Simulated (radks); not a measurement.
Results of a calculation; reference values are marked as such.
Species: Cr2.125+. Configuration: [Ar] 3d(3/2: 3.875, 5/2: 0) (fractional occupations, a model configuration). Code: a radial shooting solver on a logarithmic mesh with Libxc functionals. Model: Dirac Kohn-Sham, PBE, spin-unpolarised, spherical densities, point nucleus. Some entries of the table are withheld. Estimate them.

orbital,occ.,eigenvalue (hartree),<r^2> (bohr^2)
1s1/2,2,-216.9368,0.005432
2s1/2,2,-25.37599,0.1015
2p1/2,2,-21.67569,0.08199
2p3/2,4,-21.35793,0.08369
3s1/2,2,-3.56903,(1)
3p1/2,2,-2.53945,(2)
3p3/2,4,-2.50138,(3)
3d3/2,3.875,-0.90952,(4)
3d5/2,0,-0.90597,(5)

Answer. 
(1) 3s1/2 <r^2> (bohr^2): 0.9275
(2) 3p1/2 <r^2> (bohr^2): 1.059
(3) 3p3/2 <r^2> (bohr^2): 1.078
(4) 3d3/2 <r^2> (bohr^2): 1.874
(5) 3d5/2 <r^2> (bohr^2): 1.886
